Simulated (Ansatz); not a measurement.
Reactions of `CNC(C)N`.

Computed with Ansatz on PBE0-D4/def2-TZVP structures; ΔE is electronic, products minus reactants. CCSD(T)/CBS is the MP2 limit (def2-TZVPP, def2-QZVPP) plus CCSD(T) − MP2 in def2-TZVPP, frozen cores. This one scheme is used for every species. Functionals use def2-TZVPP. B3LYP here is the variant with VWN-RPA as its local correlation; programs differ in this. Elements past krypton have def2 core potentials. For Ge, Se, Sn outer-core shells are correlated without core-valence functions, which leaves a few kJ/mol of doubt a bond. Scalar relativity is left out up to krypton. Each species was taken in one conformer, which may not be the lowest.

| reaction | r2SCAN-D4 (eV) | B3LYP-D4 (eV) | CCSD/CBS(def2) (eV) | PBE0-D4 (eV) |
| --- | --- | --- | --- | --- |
| `CNC(C)N` + `[CH3][SnH]([F])[SH]` → `C[S][SnH]([CH3])[F]` + `CC(N)N` | -0.13 | -0.13 | -0.14 | -0.13 |
| `CNC(C)N` + `OC[SeH]` → `COC[SeH]` + `CC(N)N` | 0.06 | 0.06 | 0.08 | 0.09 |
| `CNC(C)N` + H–F → `CC(N)F` + CH₃NH₂ | -0.20 | -0.18 | -0.05 | -0.12 |
| `CNC(C)N` + H₂O → `CC(N)O` + CH₃NH₂ | 0.06 | 0.07 | 0.13 | 0.10 |
| `CNC(C)N` + `F[Si](F)(F)S` → `CS[Si](F)(F)F` + `CNCN` | 0.22 | 0.18 | 0.26 | 0.20 |
| `CNC(C)N` + `F[SiH2][GeH3]` → `C[SiH](F)[GeH3]` + `CNCN` | -0.44 | -0.43 | -0.38 | -0.43 |

(1) Give the CCSD(T)/CBS values in the same order. (An estimate is asked.)

Largest T1 diagnostic: 0.013, for `[CH3][SnH]([F])[SH]`.

Results:

(1) The calculation gave: -0.15, 0.08, -0.02, 0.15, 0.26, -0.38 eV.
